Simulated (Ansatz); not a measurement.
# Relative stability

Two relaxed structures of Si2H3OF, singlet (PBE0-D4/def2-TZVP; forces vanish, vibrations not checked).

A:

```
7
angstrom
F -1.0018 -1.9212 0.9094
Si -0.5937 -0.8734 -0.2152
O 1.0206 -0.4625 -0.2167
Si 0.3491 1.0516 0.2124
H -1.1028 -1.4234 -1.4882
H 0.7189 1.5031 1.5752
H 0.6098 2.1258 -0.7769
```

B:

```
atom    x (Å)    y (Å)    z (Å)
  F1  -0.5616  -1.6921  -2.0352
 Si2  -0.5522  -0.7535   1.8579
  O3  -0.2245  -0.4521   0.2421
 Si4   0.4250   1.0408   0.8582
  H5  -0.4336  -1.2338  -1.2255
  H6   1.8662   1.1234   0.5192
  H7  -0.3239   2.1786   0.2720
```

Ansatz 0.2.0; basis: def2-TZVPP; cores frozen in the correlated methods. B3LYP uses VWN-RPA correlation.

Q: Which structure is lower at CCSD(T), and by how much? (An estimate is asked for; the value comes from the calculation.)

A: By the calculation: A, by 51.84 kcal/mol (electronic energy, against the other). By their contacts, A is Si₂H₃OF ([F][SiH]1[O][SiH2]1) and B is a complex of Si₂H₂O ([O]1[Si][SiH2]1) + HF.

All methods give the same order:

| method | E(B) − E(A) (kcal/mol) |
| --- | --- |
| PBE-D4 | 49.51 |
| r2SCAN-D4 | 57.79 |
| PBE0-D4 | 53.33 |
| B3LYP-D4 | 51.38 |
| wB97M-V | 52.27 |
| HF | 59.28 |
| MP2 | 55.15 |
| CCSD | 52.92 |
| CCSD(T) | 51.84 |

T1 diagnostic: at most 0.017. The restricted Hartree–Fock reference is unstable towards an unrestricted one at one or more of these structures.

Labels in which every atom is bracketed show which atoms are joined, not bond orders.

For scale, one of the runs: CCSD(T)/def2-TZVPP, 188 basis functions, launched by `ansatz run in.yaml --threads 2 --pin off --events-out ev --progress --plain --max-ram 4352MiB`. Hardware: 2 CPU threads of an Arm Neoverse V1, shared host. Wall time 57 s; peak host memory 1.9 GiB.
